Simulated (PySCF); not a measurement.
Ge(Cl)(Br)2(Et), C2H5Br2ClGe, SMILES C[CH2][Ge]([Cl])([Br])[Br] (CAM-B3LYP/def2-SVP optimised geometry):

```
11

C     -1.071    -2.047     1.546
C     -1.479    -0.578     1.526
Ge    -0.781     0.398     0.000
Cl    -1.430    -0.525    -1.835
Br    -1.521     2.574     0.000
Br     1.521     0.398     0.000
H     -1.425    -2.574     0.648
H      0.022    -2.161     1.594
H     -1.499    -2.554     2.424
H     -1.123    -0.040     2.418
H     -2.572    -0.454     1.488
```

Computed with CAM-B3LYP/def2-TZVP (PySCF).

What are the frontier orbital energies and the dipole moment?

HOMO-2 -10.03 eV, HOMO-1 -9.89 eV, HOMO -9.82 eV, LUMO -0.63 eV, LUMO+1 1.16 eV; dipole moment 2.77 D.

On the same geometry PBE/def2-TZVP in PySCF gives HOMO-2 -7.38 eV, HOMO-1 -7.33 eV, HOMO -7.20 eV, LUMO -2.52 eV, LUMO+1 -0.75 eV; dipole moment 2.71 D.

Meta-Löwdin charges at CAM-B3LYP/def2-TZVP: C1 -0.32, C2 -0.38, Ge3 0.87, Cl4 -0.29, Br5 -0.24, Br6 -0.25, H7 0.12, H8 0.12, H9 0.12, H10 0.13, H11 0.13.
